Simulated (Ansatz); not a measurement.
Calculated with Ansatz (gas phase, PBE0-D4/def2-TZVP geometries, no zero-point term in ΔE). CCSD(T)/CBS adds triple-zeta CCSD(T) − MP2 to the extrapolated MP2 energy (def2 sets, frozen cores). This one scheme is used for every species. For Br outer-core shells are correlated without core-valence functions, which leaves a few kJ/mol of doubt a bond. Scalar relativity is left out up to krypton. Each species was taken in one conformer, which may not be the lowest.

Consider the formal hydrolysis of the Si–Br bond: `CO[SiH](N)Br` + H₂O → `CO[SiH](N)O` + HBr.

`CO[SiH](N)Br`:

Cartesian coordinates in Å:
```
C -0.104 0.985 1.645
O 0.421 0.048 0.729
Si -0.116 -0.152 -0.797
N 0.675 -1.401 -1.614
Br -2.283 -0.665 -0.690
H -1.134 0.732 1.917
H -0.089 2.001 1.235
H 0.515 0.963 2.543
H 0.026 1.112 -1.552
H 1.584 -1.255 -2.021
H 0.504 -2.368 -1.395
```

H₂O:

Cartesian coordinates in Å:
```
O 0.125 0.354 0.103
H -0.376 -0.266 0.637
H 0.252 -0.088 -0.739
```

`CO[SiH](N)O`:

Z-matrix (Å, degrees):
```
C
O 1 1.409
H 1 1.096 2 111.5
H 1 1.094 2 111.3 3 121.4
H 1 1.092 2 108.2 3 -119.0
Si 2 1.633 1 124.0 3 -61.2
O 6 1.643 2 104.9 1 -50.7
N 6 1.701 2 112.4 1 -171.5
H 6 1.486 2 110.4 1 69.5
H 7 0.958 6 116.5 2 -174.4
H 8 1.008 6 120.7 2 55.7
H 8 1.007 6 119.3 2 -88.7
```

HBr:

```xyz
2

Br   -0.595   -0.375    0.094
H     0.595    0.375   -0.094
```

```tsv
species	MP2/def2-QZVPP energy (Eh)
`CO[SiH](N)Br`	-3033.70063
H₂O	-76.34932
`CO[SiH](N)O`	-536.39239
HBr	-2573.65765
```

**Question.** Work out ΔE.

**Answer.** ΔE = (-536.39239) + (-2573.65765) − (-3033.70063) − (-76.34932) = -0.00009 Eh = -0.2 kJ/mol. CCSD(T)/CBS gives -3.2 kJ/mol.

Largest T1 diagnostic among the species: 0.011.

The D4 term adds +5.5 kJ/mol with B3LYP and +2.9 kJ/mol with PBE0; it sums over pairs of atoms, weighted by their polarisabilities, and B3LYP, whose exchange is more repulsive, gets the larger term. In def2-TZVPP, CCSD(T) changes the Hartree–Fock value by +7.3 kJ/mol (the triples alone add +1.9 kJ/mol) and MP2 by +13.9 kJ/mol.

B3LYP here is the variant with VWN-RPA as its local correlation; programs differ in this.
